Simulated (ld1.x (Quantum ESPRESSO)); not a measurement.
**scandium PAW: all-electron and pseudo phase curves**

```
Element                 : scandium (Sc)
Generator               : ld1.x (Quantum ESPRESSO) 7.5
Type                    : PAW
Functional              : BP86
Relativity              : scalar-relativistic
Frozen core             : [Ar]
Valence charge          : 3
Reference configuration : 3d1 4s2 4p0
Partial waves           : 4s (bound): rcut 3.10, rcutus 3.50 bohr; 4s channel at 0.2 Ry: rcut 3.10, rcutus 3.50 bohr; 4p (bound, empty): rcut 3.00, rcutus 4.00 bohr; 4p channel at 0.6 Ry: rcut 3.00, rcutus 4.00 bohr; 3d (bound): rcut 2.45, rcutus 2.70 bohr; 3d channel at 0.3 Ry: rcut 2.45, rcutus 2.70 bohr
Local potential         : all-electron potential smoothed inside 3.75 bohr (lloc = -1)
Core correction         : Bessel-smoothed model core inside 1.60 bohr
Augmentation charge     : PSQ, inside the norm-conserving radii
```

The phase is arctan(r·u′/u) with u = r·R(r), unwrapped; energies in Ry, scanned from -2 to 5 Ry. A pole is an energy at which the radial function vanishes at the test radius. The pseudo phase is shifted by a multiple of π to meet the all-electron one at the reference energy, and phase errors are pseudo minus all-electron; the curves can meet again beyond the range given. Levels narrower than the energy grid can be missing from the lists of poles.

```
channel  radius (bohr)  reference energy (Ry)  poles, all-electron      poles, pseudo  unbroken range about the reference energy with phases within 0.05 rad  phase error 1 Ry above the reference energy (rad)
      s           4.37                  -0.32           0.06, 2.69   0.06, 2.34, 3.61                                                              below 1.1                                             -0.001
      p           4.37                  -0.11           0.51, 3.22         0.51, 2.77                                                              below 1.5                                             -0.000
      d           4.37                  -0.25    -0.20, 1.36, 4.08  -0.20, 1.37, 4.44                                                              below 2.2                                             +0.001
```

Phases in the p channel:

| E (Ry) | all-electron | pseudo |
| --- | --- | --- |
| -2.00 | 1.397 | 1.396 |
| -1.52 | 1.365 | 1.365 |
| -1.04 | 1.307 | 1.307 |
| -0.56 | 1.146 | 1.146 |
| -0.08 | -0.480 | -0.480 |
| 0.40 | -1.519 | -1.519 |
| 0.88 | -1.700 | -1.701 |
| 1.36 | -1.972 | -1.985 |
| 1.84 | -3.952 | -4.109 |
| 2.32 | -4.540 | -4.594 |
| 2.80 | -4.657 | -4.719 |
| 3.28 | -4.719 | -4.858 |
| 3.76 | -4.772 | -6.788 |
| 4.24 | -4.844 | -7.718 |
| 4.72 | -5.037 | -7.809 |
